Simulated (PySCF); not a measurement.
**Structure from 2D NMR**

Compound of formula C5H12N2O. Correlations simulated from computed shifts and the bond graph:

HSQC (one-bond C–H):
```
  δH    δC
2.65  38.5
```

HMBC (two and three bonds, from the bond graph):
```
  δH           δC
2.65  166.9, 38.5
```

Carbons without hydrogens: δ 166.9.

- PBE0/pcSseg-1 with gauge-including orbitals
- PBE0-D3(BJ)/def2-SVP geometry
- code: PySCF 2.14
- no solvent, equivalent nuclei averaged, non-relativistic, a single conformation

References, each an isolated molecule treated in the same way: $^{1}$H (σ = 31.27 ppm) and $^{13}$C (σ = 184.41 ppm) vs TMS.

Exchangeable hydrogens are left out of these lists.

Q: Work out the connectivity.

A: `CN(C)C(=O)N(C)C`.

Atom-mapped SMILES (the numbers label the heavy atoms): `[CH3:1][N:2]([CH3:3])[C:4](=[O:5])[N:6]([CH3:7])[CH3:8]`; H(Xn) means a hydrogen on atom n.

1. δC 166.9 is C4, a urea carbonyl carbon.
2. δC 38.5 is C1/C3/C7/C8, a methyl carbon bonded to N (δH 2.65).
3. HMBC from δH 2.65 reaches the proton-free carbon C4.

This is the structure that produced the data.

Shifts are as computed. Against solution values, carbons near 30 ppm lie about +2 ppm off and those near 130 ppm about +5 ppm. Of 1211 compounds with measured shifts, 218 miss one by over three times the rms of a fit or turn the order of signals round; such compounds aren't used in these exercises.
